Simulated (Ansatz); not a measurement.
`[AlH2][NH][SiH3]` + `F[SiH2][SbH2]` → `F[SiH2][AlH][NH][SiH3]` + `[SbH3]`  (redistribution)

Computed with Ansatz on PBE0-D4/def2-TZVP structures; ΔE is electronic, products minus reactants. CCSD(T)/CBS is the MP2 limit (def2-TZVPP, def2-QZVPP) plus CCSD(T) − MP2 in def2-TZVPP, frozen cores. Elements past krypton have def2 core potentials. For Sb outer-core shells are correlated without core-valence functions, which leaves a few kJ/mol of doubt a bond. Each species was taken in one conformer, which may not be the lowest.

`[AlH2][NH][SiH3]`:

```xyz
9

Al    1.756    0.287   -0.091
N     0.142   -0.327   -0.532
Si   -1.372   -0.095    0.265
H     1.883    1.178    1.208
H     2.967   -0.101   -1.034
H     0.094   -0.894   -1.370
H    -2.370    0.584   -0.609
H    -1.119    0.751    1.460
H    -1.980   -1.384    0.703
```

`F[SiH2][SbH2]`:

```xyz
7

F    -0.615   -1.023   -1.876
Si   -0.564    0.096   -0.724
Sb    0.529   -0.922    1.367
H     0.172    1.263   -1.273
H    -1.963    0.491   -0.415
H     2.084   -0.506    0.795
H     0.357    0.601    2.126
```

`F[SiH2][AlH][NH][SiH3]`:

Z-matrix (Å, degrees):
```
Si
Al 1 2.470
F 1 1.614 2 110.2
H 1 1.491 2 113.1 3 -120.0
H 1 1.491 2 112.6 3 118.9
N 2 1.782 1 117.8 3 46.7
H 2 1.587 1 124.9 3 -133.7
Si 6 1.729 2 128.5 1 3.0
H 6 1.013 2 116.6 1 -177.8
H 8 1.489 6 111.6 2 124.1
H 8 1.489 6 112.6 2 -115.0
H 8 1.486 6 107.0 2 4.8
```

`[SbH3]`:

Z-matrix (Å, degrees):
```
Sb
H 1 1.707
H 1 1.707 2 91.4
H 1 1.707 2 91.4 3 91.4
```

```csv
level,ΔE (eV)
SCS-MP2/def2-TZVPP,0.39
CCSD(T)/def2-TZVPP,0.31
```

(1) What does CCSD(T)/CBS give? (Estimate.)

Largest T1 diagnostic among the species: 0.014.

## Answers

(1) Ansatz gave: +0.38 eV. The listed levels differ from it by 0.01, -0.07 eV.
